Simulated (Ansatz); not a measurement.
A series at Y: from `[CH3][Y]([CH3])[CH3]`, ligands are replaced one by one, each step taking up HCl and setting free CH₄; n counts the steps. Ansatz, PBE0-D4/def2-TZVP geometries.

```
n                molecule  HOMO energy, ωB97M-V/def2-TZVPP (eV)
0  `[CH3][Y]([CH3])[CH3]`                                 -8.61
1   `[CH3][Y]([CH3])[Cl]`                                 -9.03
2    `[CH3][Y]([Cl])[Cl]`                                     ?
3     `[Cl][Y]([Cl])[Cl]`                                -11.36
```

By hand: fit a straight line y = ȳ + b (n − n̄) to the 3 given rows and predict n = 2.

n̄ = 1.333, ȳ = -9.667; Σ(n − n̄)(y − ȳ) = -4.443, Σ(n − n̄)² = 4.667, so b = -0.952 eV a step. Prediction: -9.667 + (-0.952) × (0.667) = -10.30 eV.

By hand: compare with the computed value, -9.61 eV, and give the steps along the whole series.

The line misses by 0.69 eV (computed minus predicted). Steps: -0.42, -0.58, -1.75 eV.

One step carries most of the change, so a line is a poor guide. The highest orbital can change its character along such a series. The miss is 25.1 % of the series' range.
